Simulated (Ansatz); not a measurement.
The Ge1–H4 bond of FGeH3O (SMILES [OH][GeH2][F]) is stretched (multiplicity 1, the rest rigid).
Geometry at rest (charge 0, multiplicity 1):
```xyz
6

Ge    -0.2275    -0.2509     0.0266
O      1.4557    -0.4002    -0.5045
F     -0.5458     1.4465     0.3099
H     -1.0848    -0.6963    -1.1554
H     -0.4698    -0.9323     1.3808
H      2.0998    -0.1604     0.1698
```

Cores are frozen in the correlated methods. Filled d and f shells under p-block atoms count as core.

Codes used: Ansatz (Gaussian orbitals). Each number belongs to the level named beside it.

FIC-MRCISD+Q on CASSCF(2,2)/cc-pVTZ, total energies (hartree):

```
R (Å)        CASSCF        MRCISD  weight c² of the reference
-----  ------------  ------------  --------------------------
1.527  -2251.601106  -2252.157460                     0.89548
2.672  -2251.502787  -2252.050190                     0.89627
4.885  -2251.469868  -2252.014143                     0.89733
```

### Question
Add the Davidson correction (E_MRCISD − E_CASSCF)(1 − c²)/c² and give the energies above the first point at the three levels.

### Answer

Corrections (hartree): -0.064938, -0.063353, -0.062272. Above the first point (kcal/mol):
- R = 2.672 Å: CASSCF 61.7, MRCISD 67.3, with the correction 68.3
- R = 4.885 Å: CASSCF 82.4, MRCISD 89.9, with the correction 91.6

Ansatz is a first-principles code.
